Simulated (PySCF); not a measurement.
C7H4ClNO.
Atom-mapped SMILES: `[Cl:1][c:2]1[n:3][o:4][c:5]2[cH:6][cH:7][cH:8][cH:9][c:10]12`

NICS is the negative of the GIAO shielding at a point without a nucleus: at the ring centre (0) and 1 Å above and below it (1); zz is the component along the ring normal. Level: GIAO PBE0/pcSseg-1 (PySCF, non-relativistic, gas phase) on the GFN2-xTB geometry, one conformer.

Rings: 1. C2–N3–O4–C5–C10; 2. C5–C6–C7–C8–C9–C10.

```csv
set,NICS(0),"NICS(1), two faces","NICS(1)zz, two faces"
P,-10.6,-12.2 / -12.2,-30.1 / -30.1
Q,-10.7,-10.3 / -10.3,-23.3 / -23.3
```

Task: Which set (ppm) belongs to which ring?

Result: P = 2, Q = 1.
- 1 (5-membered ring with N and O; formal bonds all aromatic): mean NICS(1)zz -23.3 ppm, shielded. The ring is flat and has no four-coordinate atom; by the NICS criterion it is aromatic, though in fused rings the probe also feels the neighbouring ring.
- 2 (6-membered carbocycle; formal bonds all aromatic): mean NICS(1)zz -30.1 ppm, shielded. For a flat ring without four-coordinate atoms the NICS criterion counts such a value as aromatic, though in fused rings the probe also feels the neighbouring ring.

Task: How do the rings differ in shape?

Result: 
```json
{"ring": "1", "bond lengths (Å)": "1.300, 1.362, 1.349, 1.407, 1.432", "rms pucker (Å)": "0.00", "HOMA": "0.49", "nearest outside atom to a NICS(1) probe (Å)": "carbon 2.74"}
{"ring": "2", "bond lengths (Å)": "1.389, 1.379, 1.400, 1.376, 1.392, 1.407", "rms pucker (Å)": "0.00", "HOMA": "0.97", "nearest outside atom to a NICS(1) probe (Å)": "hydrogen 2.64"}
```

HOMA = 1 − mean of α(R − Ropt)² over the ring bonds, with Krygowski's 1993 parameters (CC: Ropt 1.388 Å, α 257.7 Å⁻²; CN: Ropt 1.334 Å, α 93.52 Å⁻²; CO: Ropt 1.265 Å, α 157.38 Å⁻²; NO: Ropt 1.248 Å, α 57.21 Å⁻²).
